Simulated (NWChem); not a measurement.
# NH₂TeBr; SMILES N[Te]Br

```xyz
5

Te     0.3152     0.8539     0.0000
Br    -0.0424    -1.6710     0.0000
N     -1.5353     1.6056     0.0000
H     -2.0791     1.4229     0.8397
H     -2.0791     1.4229    -0.8397
```
Atoms are numbered in this order, from 1.

All runs: NWChem. Coordinates come from a PBE0/def2-SVP optimisation. Not confirmed as a minimum by frequencies. def2 effective core potentials on Te; no spin-orbit coupling. Ions are spin-unrestricted doublets at the neutral geometry; other ion states weren't tried.

Problem. What does the run give for CAM-B3LYP/def2-SVP? Quantities: vertical ionisation energy, ΔSCF (eV); −ε(HOMO) (eV).

Solution. vertical ionisation energy, ΔSCF (eV): 8.55
−ε(HOMO) (eV): 7.46
